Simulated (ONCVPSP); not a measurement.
# selenium: one change to an ONCV potential, before and after

- Element: Se (Z = 34)
- Generator: ONCVPSP 4.0.1
- Type: optimised norm-conserving Vanderbilt (ONCV)
- Functional: LDA (Perdew-Wang 92)
- Relativity: scalar-relativistic
- Frozen core: [Ar]
- Valence charge: 16
- Reference configuration: 3d10 4s2 4p4
- Partial waves: 4s: rc 1.55 bohr, ncon 5, nbas 10, qcut 4 1/bohr, 2 projectors, debl 3 Ha; 4p: rc 1.80 bohr, ncon 4, nbas 9, qcut 5.2 1/bohr, 2 projectors, debl 3.3 Ha; 3d: rc 0.95 bohr, ncon 4, nbas 9, qcut 19.4 1/bohr, 1 projector
- Local potential: polynomial inside 0.85 bohr (lpopt 5, dvloc0 1 Ha)
- Core correction: none

Change: p: qcut 4.8.

Cutoffs: the cutoffs (Ha) at which the residual kinetic energy of the hardest occupied pseudo-wave falls to 1 and 0.1 mHa per electron; they do not see the model core or the augmentation charge, which bear on the density cutoff. Errors are all-electron minus pseudo energies relative to the spin-unpolarised reference configuration.

Problem. How do hardness, ghosts and transferability respond?

Solution. The potential gets neither clearly harder nor softer (135 Ha and 152 Ha → 135 Ha and 152 Ha); both files keep a bound ghost (s); of the 4 tests that both files solve, the error grows in 3 and shrinks in 0 by more than 15 % and 0.3 meV (median size 2.0 → 3.6 meV).

```tsv
quantity	base	changed
cutoff, loose	135 Ha	135 Ha
cutoff, tight	152 Ha	152 Ha
loose cutoff by channel	s 33 Ha, p 9.6 Ha, d 135 Ha	s 33 Ha, p 8.8 Ha, d 135 Ha
bound ghosts	s	s
GHOST(+) flags under 300 eV	p at 159.1 eV	p at 157.1 eV
error for 3d10 4s2 4p3, meV [ΔE 11.00 eV]	-1.8	-1.9
error for 3d10 4s2 4p2, meV [ΔE 31.56 eV]	-4.0	-4.8
error for 3d10 4s2 4p1, meV [ΔE 62.71 eV]	-2.2	-5.6
error for 3d10 4s0 4p6, meV [ΔE 22.10 eV]	-1.0	+2.4
s: phases at 1.57 bohr within 0.05 rad from the reference energy up to (Ha; the scan ends near 5)	to the end of the scan	to the end of the scan
p: phases at 1.83 bohr within 0.05 rad from the reference energy up to (Ha; the scan ends near 5)	4.4	4.4
d: phases at 0.96 bohr within 0.05 rad from the reference energy up to (Ha; the scan ends near 5)	2.4	2.4
```

 A true bound ghost makes a file unfit for plane-wave use even where its test errors are small: the radial tests pick states by their node count and pass the ghost by.
